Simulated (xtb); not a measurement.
C₆H₁₆N₂, triplet, at the geometry of the source list (a higher spin typed on purpose: for a closed-shell molecule this is an excited state); GFN0-xTB run with xtb.

xtb was given this input:
```
$ xtb coord --gfn 0 --uhf 2 --json

# file coord
$coord
      4.5587753030      -2.0684942160       1.8472072868  c
      2.5507523230      -0.5158952320       0.8333692210  n
      3.5292525104       1.7644372826      -0.3161511806  c
      0.9769884064      -1.9656931148      -0.8789116206  c
     -1.2850137647      -0.4881162580      -1.9239301675  c
     -2.4689271818       1.1676617724      -0.0890061005  n
     -3.3295084590      -0.1732878856       2.1338787399  c
     -4.4924459161       2.5974285583      -1.2430618448  c
      5.6332735775      -0.9682956663       3.2149910558  h
      3.7454371790      -3.6963042998       2.8126683639  h
      5.8670326991      -2.7633465120       0.3800239237  h
      1.9556775664       3.0082550178      -0.7545676416  h
      4.6201914021       1.3834684958      -2.0507307904  h
      4.7588972996       2.7162923315       1.0323573819  h
      0.2989546729      -3.6159909395       0.1645951455  h
      2.0726516135      -2.6732065759      -2.5174931432  h
     -0.6657505137       0.6937184604      -3.5024183994  h
     -2.6448606840      -1.8850018093      -2.6890802753  h
     -1.6969740599      -0.9467527884       3.1091663928  h
     -4.2730487130       1.1561344430       3.3907355854  h
     -4.6611984590      -1.7103911154       1.6775098808  h
     -6.0393757217       1.3904604825      -1.9483076345  h
     -3.7467599873       3.6845879978      -2.8260854194  h
     -5.2643990380       3.9083315710       0.1430522676  h
$end
```

What the program printed (banner, timings and long lists left out):

```
   ID    Z sym.   atoms
    1    6 c      1, 3-5, 7, 8
    2    7 n      2, 6
    3    1 h      9-24

           -------------------------------------------------
          |                Calculation Setup                |
           -------------------------------------------------

           -------------------------------------------------
          |                 G F N 0 - x T B                 |
           -------------------------------------------------

          ...................................................
          :                      SETUP                      :
          :.................................................:
          :  # basis functions                  64          :
          :  # atomic orbitals                  64          :
          :  # shells                           48          :
          :  # electrons                        50          :
          :  electronic temp.          300.0000000     K    :
          :  accuracy                    1.0000000          :
          :  -> integral cutoff          0.2500000E+02      :
          :  -> integral neglect         0.1000000E-07      :
          ...................................................

         :::::::::::::::::::::::::::::::::::::::::::::::::::::
         ::                     SUMMARY                     ::
         :::::::::::::::::::::::::::::::::::::::::::::::::::::
         :: total energy             -27.291078031998 Eh    ::
         :: gradient norm              0.056415967936 Eh/a0 ::
         :: HOMO-LUMO gap              0.008350148734 eV    ::
         ::.................................................::
         :: H0 energy                -27.508598452392 Eh    ::
         :: repulsion energy           0.369533022243 Eh    ::
         :: electrostat energy        -0.066888788125 Eh    ::
         :: -> Gsolv                   0.000000000000 Eh    ::
         ::    -> Gsasa                0.000000000000 Eh    ::
         ::    -> Gshift               0.000000000000 Eh    ::
         :: dispersion energy         -0.008767891137 Eh    ::
         :: short-range corr.         -0.076355922587 Eh    ::
         :: add. restraining           0.000000000000 Eh    ::
         :: total charge               0.000000000000 e     ::
         :::::::::::::::::::::::::::::::::::::::::::::::::::::

           -------------------------------------------------
          |                Property Printout                |
[...]

Wiberg/Mayer (AO) data.
largest (>0.10) Wiberg bond orders for each atom

 ---------------------------------------------------------------------------
     #   Z sym  total        # sym  WBO       # sym  WBO       # sym  WBO
 ---------------------------------------------------------------------------
     1   6 c    3.906 --     2 n    0.979     9 h    0.969    10 h    0.968
                            11 h    0.945
     2   7 n    2.998 --     3 c    0.981     1 c    0.979     4 c    0.977
     3   6 c    3.903 --     2 n    0.981    14 h    0.968    12 h    0.960
                            13 h    0.941
     4   6 c    3.924 --     5 c    0.989     2 n    0.977    15 h    0.964
                            16 h    0.946
     5   6 c    3.924 --     4 c    0.989     6 n    0.977    17 h    0.964
                            18 h    0.946
     6   7 n    2.997 --     7 c    0.981     8 c    0.979     5 c    0.977
     7   6 c    3.903 --     6 n    0.981    20 h    0.968    19 h    0.960
                            21 h    0.941
     8   6 c    3.906 --     6 n    0.979    24 h    0.969    23 h    0.968
                            22 h    0.945
     9   1 h    1.001 --     1 c    0.969
    10   1 h    1.042 --     1 c    0.968
    11   1 h    0.985 --     1 c    0.945
    12   1 h    1.056 --     3 c    0.960
    13   1 h    0.999 --     3 c    0.941
    14   1 h    1.028 --     3 c    0.968
    15   1 h    1.015 --     4 c    0.964
    16   1 h    0.954 --     4 c    0.946
    17   1 h    1.015 --     5 c    0.964
    18   1 h    0.954 --     5 c    0.946
    19   1 h    1.056 --     7 c    0.960
    20   1 h    1.028 --     7 c    0.968
    21   1 h    0.999 --     7 c    0.941
    22   1 h    0.985 --     8 c    0.945
    23   1 h    1.043 --     8 c    0.968
    24   1 h    1.001 --     8 c    0.969
 ---------------------------------------------------------------------------

Topologies differ in total number of bonds
Writing topology from bond orders to xtbtopo.mol

 dipole moment from electron density (au)
     X       Y       Z
  -0.0837  -0.7010  -0.7989  total (Debye):    2.710

           -------------------------------------------------
          | TOTAL ENERGY              -27.291078031998 Eh   |
          | GRADIENT NORM               0.056415967936 Eh/α |
          | HOMO-LUMO GAP               0.008350148734 eV   |
           -------------------------------------------------

normal termination of xtb
```
